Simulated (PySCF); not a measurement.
# Polarisability and C₆ of Hf⁵¹⁺ (hafnium, charge +51)

[Ar] 3d3, high-spin 4F determinant. All numbers are calculated (PySCF 2.14, the spin-free X2C one-electron Hamiltonian (Gaussian nucleus), in an uncontracted even-tempered set (17 s from 12 bohr⁻², ratio 2.5; 12 p from 15 bohr⁻², ratio 2.5; 7 d from 15 bohr⁻², ratio 2.5; 4 f from 56 bohr⁻², ratio 2.7; 3 g from 84 bohr⁻², ratio 2.7)). Coupled (time-dependent) response in atomic units; α is the mean over directions.

```csv
method,mean α (bohr³),C₆ (like pair),S(−4)
UHF,0.003529,0.0002498,9.571e-06
PBE0,0.003522,0.0002490,9.585e-06
```

S(−4) is the Cauchy moment in α(ω) = α(0) + S(−4) ω² + …

Spin-orbit coupling is absent.

α(iu) at PBE0:

```csv
u (hartree),α(iu) (bohr³)
0,0.003522
3.00,0.003438
6.00,0.003216
12.0,0.002602
18.0,0.002059
24.0,0.001672
30.0,0.001408
45.0,0.001032
60.0,0.0008307
90.0,0.0005950
150,0.0003496
```

A single London oscillator, α(iu) = α/(1 + u²/ω²), gives C₆ = (3/4) ω α². Matching the computed C₆ needs ω = 4 × 0.0002490 / (3 × 0.003522²) = 26.8 hartree.

For an ion, C₆ is the dispersion term alone; charge-induced terms of lower order in 1/R come first.

Spin-orbit coupling is strong in this species (close to jj coupling), so the high-spin LS determinant is a model state, not a physical level.
